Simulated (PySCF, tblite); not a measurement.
Species: C5H6O2S.
Numbering: `[CH3:1][C:2]1=[CH:3][CH:4]=[CH:5][S:6]1(=[O:7])=[O:8]` (hydrogens: H9, H10, H11 on C1; H12 on C3; H13 on C4; H14 on C5)

The geometry is computed with GFN2-xTB (gas phase).

Question: What internal coordinates does the optimisation give?

Answer: 
```tsv
bond	length (Å)
C1–C2	1.472
C2=C3	1.328
C3–C4	1.461
C4=C5	1.325
C5–S6	1.800
S6=O7, S6=O8	1.437
C2–S6	1.815
C1–H9, C1–H10, C1–H11	1.090
C3–H12	1.079
C4–H13	1.079
C5–H14	1.070
```

Bonds in one row agree within 0.01 Å and their mean is given. A selection of angles:
```tsv
angle	degrees
C1–C2–C3	133.3
C1–C2–S6	119.2
C3–C2–S6	107.5
C2–C3–C4	115.7
C3–C4–C5	116.0
C4–C5–S6	107.9
C5–S6–O7	111.2
O7–S6–O8	117.5
C2–S6–C5	92.9
C2–S6–O7	110.5
```

Dihedral angles: C1–C2–C3–C4 180° (antiperiplanar); C2–C3–C4–C5 0° (synperiplanar); C3–C4–C5–S6 0° (synperiplanar); C4–C5–S6–O7 -113° (anticlinal); C1–C2–S6–C5 180° (antiperiplanar).

S6 (sulfonyl sulfur) has angles from 92.9° to 117.5°. The 4 C–C bonds span 1.325 Å (C4=C5, drawn double) to 1.472 Å (C1–C2, drawn single), a spread of 0.147 Å. The 5-membered ring C2–C3–C4–C5–S6 has internal angles of 92.9° to 116.0°; it is planar, 0.00 Å rms from its mean plane, widest ring torsion 0°.

Point group: Cs (every atom within 0.08 Å of its image). Its GFN2-xTB frequencies are all real (lowest 110 cm⁻¹).
